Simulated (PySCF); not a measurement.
**Radial density of Si²⁺ (silicon, charge +2)**

UHF, [Ne] 3d2, high-spin 3F determinant (an excited configuration). Calculation: PySCF 2.14, in x2c-TZVPPall with one added diffuse shell each of s, p, d type (6s6p4d1f, 51 functions); scalar relativity by spin-free X2C-1e.

| r (bohr) | 4πr²ρ (e/bohr) | 4πr²(ρα − ρβ) |
| --- | --- | --- |
| 0.00205 | 0.09860 | 0.0000 |
| 0.00344 | 0.2646 | 0.0000 |
| 0.00579 | 0.6788 | 0.0000 |
| 0.00975 | 1.684 | -0.0001 |
| 0.0164 | 3.885 | -0.0002 |
| 0.0276 | 7.953 | -0.0004 |
| 0.0464 | 13.23 | -0.0009 |
| 0.0780 | 15.79 | -0.0019 |
| 0.131 | 12.08 | -0.0050 |
| 0.221 | 9.850 | -0.0134 |
| 0.371 | 14.01 | -0.0151 |
| 0.624 | 9.910 | 0.0436 |
| 1.05 | 2.005 | 0.2199 |
| 1.77 | 0.6913 | 0.6505 |
| 2.97 | 0.6293 | 0.6293 |
| 5.00 | 0.1035 | 0.1035 |
| 8.41 | 0.002080 | 0.0021 |

Densities and radii are taken from the X2C orbitals without a picture-change correction, which distorts them close to the nucleus.

The outer electron is Rydberg-like, and this basis confines it to a smaller radius and binds it less than a complete one would.

Where is the radial spin density 4πr²(ρα − ρβ) most negative, and why is it negative at all?

Around r = 0.371 bohr, down to -0.0151 e/bohr: exchange with the open shell polarises the paired shells in an unrestricted calculation.
